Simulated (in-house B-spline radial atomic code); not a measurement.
**BSE on G0W0@HF excitations of Fe8+**

Method: BSE on G0W0@HF. Computed with a B-spline radial code for spherical atoms: linear response of the closed shell [Ne] 3s2 3p6 with a statically screened interaction on G0W0 levels; scalar-relativistic (spin-free one-electron X2C), finite nucleus, no spin-orbit coupling, no double excitations, S, P, D and F terms only. Only terms of natural parity with L up to 3 were computed.

Command:
```bash
python run_td.py task.json out
```
Settings (radii: box in bohr, nucleus in fm):
```
Z                        26
electrons                18
configuration            [Ne] 3s2 3p6
hamiltonian              x2c
method                   bse
box_radius               11.59
rms_radius               3.7377
intervals                70
```

Run time, properties included: 1.5 s on 1 thread of Arm Neoverse N1 (shared host).

The lowest states, in the order of their Tamm-Dancoff energies; the method's threshold (minus the highest G0W0 level) is 234.88 eV. Labels give the largest channel, * marks a mixed state, and oscillator strengths are full-response dipole values. Energies in eV:

```json
{"state": "3p → 3d 3P", "full response": "51.03", "Tamm-Dancoff": "51.16", "oscillator strength": "-"}
{"state": "3p → 3d 3F", "full response": "52.66", "Tamm-Dancoff": "52.94", "oscillator strength": "-"}
{"state": "3p → 3d 1F", "full response": "?", "Tamm-Dancoff": "?", "oscillator strength": "-"}
{"state": "3p → 3d 1P", "full response": "?", "Tamm-Dancoff": "?", "oscillator strength": "?"}
{"state": "3s → 3d 3D", "full response": "91.58", "Tamm-Dancoff": "91.64", "oscillator strength": "-"}
{"state": "3s → 3d 1D", "full response": "97.50", "Tamm-Dancoff": "97.67", "oscillator strength": "-"}
{"state": "3p → 4s 3P", "full response": "118.22", "Tamm-Dancoff": "118.24", "oscillator strength": "-"}
{"state": "3p → 4s 1P", "full response": "119.54", "Tamm-Dancoff": "119.59", "oscillator strength": "0.343"}
{"state": "3p → 4p 3S", "full response": "129.47", "Tamm-Dancoff": "129.51", "oscillator strength": "-"}
{"state": "3p → 4p 3D", "full response": "131.47", "Tamm-Dancoff": "131.49", "oscillator strength": "-"}
```

Where does 3p → 3d 1P lie?

At 72.41 eV in full response, 75.70 eV in Tamm-Dancoff, oscillator strength 2.94.

Where does 3p → 3d 1F lie?

At 57.45 eV in full response, 57.48 eV in Tamm-Dancoff.

How large is the singlet-triplet splitting of 3p → 3d (F terms) in Tamm-Dancoff?

4.54 eV, from the unrounded values.

What polarisabilities and dispersion coefficient does the method give?

Dipole 0.4919 bohr³, quadrupole 0.2989 bohr⁵, C6 0.5621 hartree·bohr⁶ for two such species.
